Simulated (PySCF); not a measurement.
## SnCl₂: one-bond stretch

All numbers come from PySCF, BP86, basis Sn def2-TZVP with ECP28, Cl def2-TZVP (scalar-relativistic core potentials, no spin–orbit coupling, density fitting).

Rigid scan from the singlet minimum (Sn–Cl 2.393 Å (×2); Cl–Sn–Cl 99.8°). Coordinate: the bond from Sn to the last atom (Cl) scaled, the rest fixed. Energies in kJ/mol from the minimum.

| scale of one bond | E (kJ/mol) | dipole size (D) |
| --- | --- | --- |
| 0.92 | 25.6 | 2.74 |
| 0.96 | 5.6 | 2.93 |
| 1.00 | 0.0 | 3.21 |
| 1.05 | 6.4 | 3.65 |
| 1.12 | 29.9 | 4.35 |
| 1.20 | 66.1 | 5.18 |
| 1.35 | 137.5 | 6.63 |
| 1.55 | 216.3 | – |
| 1.80 | 281.0 | – |
| 2.20 | 331.2 | – |

At long bonds a restricted determinant can lie too high, and another spin state can fall below this curve.

Other isomers or separated fragments may lie lower.
